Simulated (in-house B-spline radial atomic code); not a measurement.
Cd. Computed with a B-spline radial atomic code. Model: all-electron spherical atom, spin shells full or empty, radial basis limit, no spin-orbit coupling, Breit or QED, empty-state partial waves extrapolated as (l+1/2)^-4, RPA, G0W0 and static COHSEX of the highest shell as one setting changes (uncorrelated shells keep exact exchange).

Given: element Cd; charge 0; filled core Kr; hamiltonian one-electron scalar X2C; mean-field start Hartree-Fock; highest l of empty states 9; nuclear rms radius 4.6087 fm; highest mean-field shell 5s.

Shell: 4d 5 5, 5s 1 1 (electrons up and down).

```
lowest nl shells left uncorrelated  RPA correlation energy (hartree)  G0W0 level (eV)  G0W0 minus most complete (meV)  COHSEX level (eV)  removal by RPA minus most complete (meV)
                                 0                           -3.4315          -8.9534                               0            -10.181                                         0
                                 1                                 ?                ?                               ?                  ?                                         ?
                                 2                           -3.0739          -8.9543                            -0.9            -10.184                                       1.1
                                 3                           -2.5391          -8.9531                             0.3            -10.181                                       0.8
                                 4                           -2.3675          -8.9587                            -5.2            -10.192                                         6
                                 5                            -1.866          -8.9545                            -1.1            -10.187                                       4.8
                                 6                           -1.0971          -8.9286                            24.9            -10.146                                      -8.3
                                 7                                 ?                ?                               ?                  ?                                         ?
                                 8                          -0.56008           -8.923                            30.5            -10.156                                       -37
                                 9                         -0.037896          -8.2723                           681.1            -9.1732                                    -692.5
```

(1) What follows for lowest nl shells left uncorrelated = 1?

(2) What follows for lowest nl shells left uncorrelated = 7?

## Answers

(1) RPA correlation energy -3.2616 hartree; G0W0 level -8.9534 eV; G0W0 minus most complete 0.1 meV; COHSEX level -10.181 eV; removal by RPA minus most complete 0 meV.

(2) RPA correlation energy -0.95544 hartree; G0W0 level -8.9567 eV; G0W0 minus most complete -3.3 meV; COHSEX level -10.202 eV; removal by RPA minus most complete 10.7 meV.
